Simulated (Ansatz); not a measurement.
Compare A (`FCCC(F)(F)CF`) with its isomer B (`CC(F)(F)CC(F)F`).

Isolated molecules relaxed with PBE0-D4/def2-TZVP in Ansatz; ΔE leaves out vibrations. CCSD(T)/CBS is the MP2 limit (def2-TZVPP, def2-QZVPP) plus CCSD(T) − MP2 in def2-TZVPP, frozen cores. Functionals use def2-TZVPP. B3LYP here is the variant with VWN-RPA as its local correlation; programs differ in this. One conformer a species, not always the lowest.

**Question.** Which isomer does CCSD(T)/CBS put lower? Give the gap. (Estimate.)

**Answer.** Computed: B, by 14.3 kcal/mol.

**Question.** Give E(B) − E(A) in kcal/mol with CCSD(T)/def2-TZVPP, CCSD/def2-TZVPP, PBE-D4, B3LYP, MP2/def2-TZVPP, B3LYP-D4, PBE0-D4. (Best estimate.)

**Answer.** Computed: CCSD(T)/def2-TZVPP -14.4, CCSD/def2-TZVPP -14.2, PBE-D4 -14.6, B3LYP -13.7, MP2/def2-TZVPP -15.1, B3LYP-D4 -13.8, PBE0-D4 -14.7. None reverses the order clearly.

**Question.** Does the order hold for the free energy at 298.15 K (harmonic terms from PBE0-D4)? (Estimate.)

**Answer.** The calculation gave: Yes: G(B) − G(A) = -14.5 kcal/mol, for one conformer each. Modes under 60 cm⁻¹, often nearly free rotors, make the harmonic entropy too high.

Largest T1 diagnostic: 0.011.

Leaving LDA and LC-ωPBE aside and taking each functional with its dispersion term where it has one, the values, not all of them listed here, spread over 2.0 kcal/mol, from r2SCAN-D4 to BLYP-D4. LDA lies −2.0 kcal/mol from PBE without D4. In def2-TZVPP, CCSD(T) changes the Hartree–Fock value by −0.9 kcal/mol (the triples alone add −0.2 kcal/mol) and MP2 by −1.5 kcal/mol.
